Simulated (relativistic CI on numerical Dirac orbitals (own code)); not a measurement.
# Radial parameters of Eu LIV

Computed by Dirac-Coulomb-Breit CI, KLI orbitals optimised for each configuration, QED by a radiative potential, unscaled Slater integrals (own radial code, finite nucleus).

Slater integrals F^k, G^k are unscaled and averaged over j, outside the closed core 1s2; ζ comes from projecting the Hamiltonian with its Breit term on Σ l·s of the shell.

- 2s²2p⁵3s: ζ(2p) = 3.577e+06, G^1(2p,3s) = 122670 cm⁻¹; <r>(2p) = 0.08124, <r^2>(2p) = 0.008035, <r>(3s) = 0.2206, <r^2>(3s) = 0.05553 (bohr units).
- 2s²2p⁵3p: ζ(2p) = 3.5759e+06, F^2(2p,3p) = 322450, G^0(2p,3p) = 128200, G^2(2p,3p) = 140980, ζ(3p) = 970970 cm⁻¹; <r>(2p) = 0.08128, <r^2>(2p) = 0.008043, <r>(3p) = 0.2135, <r^2>(3p) = 0.05275 (bohr units).
- 2s²2p⁵3d: ζ(2p) = 3.5788e+06, F^2(2p,3d) = 424790, G^1(2p,3d) = 403600, G^3(2p,3d) = 233560, ζ(3d) = 137970 cm⁻¹; <r>(2p) = 0.08128, <r^2>(2p) = 0.008046, <r>(3d) = 0.1869, <r^2>(3d) = 0.04013 (bohr units).

Averages of the first 10 configurations, taken without configuration mixing, which lowers the lowest level and can move excited configurations by several eV; other configurations of the list can lie among them:

```tsv
Configuration	Parity	States	Average energy above the lowest level (eV)
2s²2p⁶	even	1	0.2
2s²2p⁵3s	odd	12	6122.6
2s²2p⁵3p	even	36	6360.3
2s²2p⁵3d	odd	60	6583.8
2s2p⁶3s	even	4	6953.5
2s2p⁶3p	odd	12	7186.8
2s2p⁶3d	even	20	7410.1
2s²2p⁵4s	odd	12	8382.9
2s²2p⁵4p	even	36	8480.8
2s²2p⁵4d	odd	60	8568.9
```
